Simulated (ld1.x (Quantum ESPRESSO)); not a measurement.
**Building the RRKJ potential for samarium (PBE, fully relativistic).**

- Element: Sm (Z = 62)
- Generator: ld1.x (Quantum ESPRESSO) 7.5
- Type: norm-conserving RRKJ (Kleinman–Bylander form)
- Functional: PBE
- Relativity: fully relativistic
- Frozen core: [Kr] 4d10 5s2
- Valence charge: 14
- Reference configuration: 4f6 5p6 5d0 6s1.75 6p0 (charge +0.25)
- Partial waves: 5p (bound): rc 2.40 bohr; 5d (bound, empty): rc 0.80 bohr; 4f (bound): rc 1.30 bohr; 6s (bound): rc 3.30 bohr
- Local potential: the s channel
- Core correction: none

Open shells are filled in proportion to 2j + 1 (rel_dist='average').

All-electron outer shells of the reference configuration (PBE, scalar-relativistic, ld1.x):

```json
{"shell": "4d", "level (eV)": "-130.21", "outermost node (bohr)": "0.28", "outermost maximum (bohr)": "0.59"}
{"shell": "5s", "level (eV)": "-44.69", "outermost node (bohr)": "0.69", "outermost maximum (bohr)": "1.27"}
{"shell": "5p", "level (eV)": "-24.66", "outermost node (bohr)": "0.73", "outermost maximum (bohr)": "1.43"}
{"shell": "6s", "level (eV)": "-4.73", "outermost node (bohr)": "1.70", "outermost maximum (bohr)": "3.62"}
{"shell": "4f", "level (eV)": "-3.88", "outermost node (bohr)": "–", "outermost maximum (bohr)": "0.61"}
{"shell": "5d", "level (eV)": "-2.96", "outermost node (bohr)": "0.84", "outermost maximum (bohr)": "2.17"}
{"shell": "6p", "level (eV)": "-2.17", "outermost node (bohr)": "2.05", "outermost maximum (bohr)": "4.76"}
```

(1) Estimate the cutoffs (Ry, on a coarse ladder) from which the occupation-weighted sum of valence levels, in a spherical-Bessel basis at the reference potential, stays within 10 and 1 mRy of its value at 400 Ry.

(2) What does a ghost test show?

(3) Which valence shell sets the plane-wave cutoff?

## Answers

(1) 160 Ry and 200 Ry.

(2) No extra level below or beside the all-electron valence levels (p1/2, p3/2, d3/2, d5/2, f5/2, f7/2, s tested).

(3) 4f: its level needs 160 Ry to come within 1 mRy, against 21 Ry for 5p.

No test is counted, since the test run did not reproduce the reference configuration.
